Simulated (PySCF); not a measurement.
A side-by-side comparison of computed properties.

First species: p-anisic acid, C8H8O3.
Atom-mapped SMILES: `[CH3:1][O:2][c:3]1[cH:4][cH:5][c:6]([C:7](=[O:8])[OH:9])[cH:10][cH:11]1` (hydrogens: H12, H13, H14 on C1; H15 on C4; H16 on C5; H17 on O9; H18 on C10; H19 on C11)

Second species: C₄H₁₀O₂Si₃.
SMILES: `C=C(C=O)[Si@H]([SiH3])[SiH2]C=O`

Levels: PBE0/pcSseg-1 for dipole moment, HOMO energy, LUMO energy and HOMO–LUMO gap; GFN2-xTB for rotational constant A and rotational constant C. Geometries: GFN2-xTB. Each species is one conformer at its optimised geometry, gas phase, non-relativistic unless stated; the electronic structure was computed with PySCF and density fitting.

The conformers computed, where there is a choice (atom-mapped SMILES and torsion angles):
- `[CH3:1][O:2][c:3]1[cH:4][cH:5][c:6]([C:7](=[O:8])[OH:9])[cH:10][cH:11]1`: C1–O2–C3–C4 180°, C5–C6–C7–O8 180°, H–O9–C7–C6 180°
- `[CH2:1]=[C:2]([CH:3]=[O:4])[Si@H:5]([SiH3:6])[SiH2:7][CH:8]=[O:9]`: C1–C2–C3–O4 -166°, C1–C2–Si5–Si6 -90°, C2–Si5–Si7–C8 89°, Si5–Si7–C8–O9 19°

(1) Which of the two has the higher rotational constant C, and by how much?

(2) Which has the higher rotational constant A?

(3) Which of the two has the higher HOMO–LUMO gap, and by how much?

(4) Which of the two has the higher LUMO energy, and by how much?

(5) Which of the two has the higher dipole moment, and by how much?

Answers

(1) The second: 0.699 GHz against 0.494 GHz, a difference of 0.205 GHz.

(2) The first: 3.527 GHz against 1.128 GHz, a difference of 2.399 GHz.

(3) The first: 5.70 eV against 4.48 eV, a difference of 1.22 eV.

(4) The first: -1.15 eV against -2.35 eV, a difference of 1.20 eV.

(5) The second: 3.26 D against 2.50 D, a difference of 0.76 D.

On the first: In atomic units the dipole is 0.99 e·bohr (1 au = 2.5417 D).

On the second: The dipole equals about 10.9 × 10⁻³⁰ C·m (1 D = 3.33564 × 10⁻³⁰ C·m).
